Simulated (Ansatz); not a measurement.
The same redistribution along the group B, Al, Ga, In.

Program: Ansatz. Geometries: PBE0-D4/def2-TZVP. ΔE: electronic, gas phase. CBS: MP2 limit from def2 TZ/QZ plus the TZ coupled-cluster correction, frozen cores. Functionals use def2-TZVPP. Elements past krypton have def2 core potentials. For Br, Ga, In, Se outer-core shells are correlated without core-valence functions, which leaves a few kJ/mol of doubt a bond. Scalar relativity is left out up to krypton. One conformer a species, not always the lowest.

```tsv
reaction	ωB97X-V (kJ/mol)
`FB(Br)Br` + `N[SiH2][SeH]` → `BrBBr` + `N[SiH](F)[SeH]`	-17
`[F][Al]([Br])[Br]` + `N[SiH2][SeH]` → `[Br][AlH][Br]` + `N[SiH](F)[SeH]`	23
`[F][Ga]([Br])[Br]` + `N[SiH2][SeH]` → `[Br][GaH][Br]` + `N[SiH](F)[SeH]`	-74
`[F][In]([Br])[Br]` + `N[SiH2][SeH]` → `[Br][InH][Br]` + `N[SiH](F)[SeH]`	-104
```

**Question.** Give the CCSD(T)/CBS values in the same order. (An estimate is asked.)

**Answer.** Computed: -24, 27, -79, -105 kJ/mol.

Largest T1 diagnostic: 0.012, for `[F][In]([Br])[Br]`.
